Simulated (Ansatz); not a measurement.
B₂H₆OSi (`B[SiH2]BO`) at its PBE0-D4/def2-TZVP geometry, where that method's forces vanish. The species carries charge 0 and has multiplicity 1.

| atom | x (Å) | y (Å) | z (Å) |
| --- | --- | --- | --- |
| B1 | -0.0892 | 1.4520 | -1.1945 |
| Si2 | -0.0589 | 0.6289 | 0.6230 |
| B3 | -0.3750 | -1.3648 | 0.2888 |
| O4 | 0.6092 | -2.2821 | 0.3843 |
| H5 | 0.9128 | 1.5771 | -1.8357 |
| H6 | -1.1225 | 1.7529 | -1.7153 |
| H7 | 1.2546 | 0.8022 | 1.3177 |
| H8 | -1.1401 | 1.1437 | 1.5112 |
| H9 | -1.4533 | -1.7896 | -0.0199 |
| H10 | 1.4624 | -1.9205 | 0.6405 |

**Question.** For each bond, give half the difference of the two atoms' forces along it (eV/Å; positive pushes the atoms apart) under PBE-D4, r2SCAN-D4, B3LYP-D4, ωB97M-V in def2-TZVPP. (Best estimate.)

**Answer.** Computed: 
```tsv
bond	length (Å)	PBE-D4	r2SCAN-D4	B3LYP-D4	ωB97M-V
B1–Si2	1.995	-0.16	-0.04	0.10	0.12
B1–H5	1.196	0.10	-0.01	-0.10	-0.11
B1–H6	1.196	0.10	-0.02	-0.10	-0.12
Si2–B3	2.046	-0.08	0.01	0.03	-0.06
Si2–H7	1.496	0.10	-0.02	-0.06	-0.10
Si2–H8	1.491	0.12	-0.01	-0.07	-0.11
B3–O4	1.349	0.30	0.18	0.16	0.23
B3–H9	1.199	-0.01	-0.08	-0.16	-0.15
O4–H10	0.961	0.39	-0.01	-0.02	-0.10
```

B3LYP here is the variant with VWN-RPA as its local correlation; programs differ in this.
